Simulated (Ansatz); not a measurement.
Program: Ansatz. Geometries: PBE0-D4/def2-TZVP. ΔE: electronic, gas phase. CCSD(T)/CBS adds triple-zeta CCSD(T) − MP2 to the extrapolated MP2 energy (def2 sets, frozen cores). One conformer a species, not always the lowest.

Reaction (formal exchange of groups at the Si–Si bond): `N[SiH2][SiH2]N` + `C=COCO` → `C=C[SiH2]N` + `N[SiH2]OCO`

| species | CCSD(T)/def2-TZVPP energy (Eh) |
| --- | --- |
| `N[SiH2][SiH2]N` | -692.30795 |
| `C=COCO` | -267.93488 |
| `C=C[SiH2]N` | -424.00736 |
| `N[SiH2]OCO` | -536.30249 |

Task: Work out ΔE.

Result: ΔE = (-424.00736) + (-536.30249) − (-692.30795) − (-267.93488) = -0.06702 Eh = -42.1 kcal/mol. CCSD(T)/CBS gives -42.8 kcal/mol.

Largest T1 diagnostic among the species: 0.012.

From PBE to PBE0 (25 % exact exchange), in def2-TZVPP and without D4, ΔE moves by −2.5 kcal/mol. In def2-TZVPP, CCSD(T) changes the Hartree–Fock value by +4.3 kcal/mol (the triples alone add +0.9 kcal/mol) and MP2 by +1.9 kcal/mol.
